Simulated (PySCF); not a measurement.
# Field gradients at the hydrogen positions

Species: C7H8F4.
SMILES with atom numbers: `[F:1][C@@H:2]1[CH2:3][C@@H:4]2[CH2:5][C@@H:6]([C:7]([F:8])([F:9])[F:10])[C@H:11]12` (hydrogens: H12 on C2; H13, H14 on C3; H15 on C4; H16, H17 on C5; H18 on C6; H19 on C11)

Geometry (PBE0-D3(BJ)/def2-SVP, Å), atoms numbered from 1 in this order:
```
atom  x, y, z in Å
F1     0.7797    2.3800   -0.5559
C2     1.1463    1.4180    0.3453
C3     1.9884    0.2582   -0.2072
C4     1.0049   -0.7490    0.4330
C5    -0.0412   -1.3115   -0.5373
C6    -0.8550   -0.0060   -0.3918
C7    -2.3080   -0.1774   -0.0563
F8    -2.4858   -0.9541    1.0225
F9    -2.8937    0.9947    0.2043
F10   -2.9705   -0.7486   -1.0671
C11    0.0522    0.4425    0.7732
H12    1.6153    1.9187    1.2080
H13    1.9945    0.2308   -1.3075
H14    3.0274    0.2191    0.1477
H15    1.4169   -1.4177    1.1999
H16    0.3033   -1.5728   -1.5490
H17   -0.5803   -2.1707   -0.1134
H18   -0.8049    0.6748   -1.2539
H19   -0.4382    0.5871    1.7449
```

Level: PBE0/pcSseg-1 (PySCF, non-relativistic); Q(2H) = 0.00286 b; rigid geometry, the same for H and D, with no vibrational averaging.

Question: Rank these positions by the coupling χzz of a deuteron there, largest first.
A. H13 (methylene hydrogen)
B. H18 (methine hydrogen)
C. H15 (methine hydrogen)

Answer: C (199 kHz), A (194 kHz), B (189 kHz).

What are Vzz, η and χzz (234.96 MHz × Q × Vzz) at all hydrogens?

```
atom  bonded to  bond length (Å)  Vzz (au)     η  χzz (kHz)
 H12         C2            1.102    0.2759  0.08        185
 H13         C3            1.101    0.2887  0.02        194
 H14         C3            1.099    0.2945  0.01        198
 H15         C4            1.098    0.2964  0.02        199
 H16         C5            1.100    0.2909  0.00        196
 H17         C5            1.099    0.2880  0.02        194
 H18         C6            1.100    0.2806  0.07        189
 H19        C11            1.098    0.2928  0.04        197
```

Isolated species at its PBE0-D3(BJ)/def2-SVP geometry, gas phase. With so small a basis the couplings can be 20 % off.
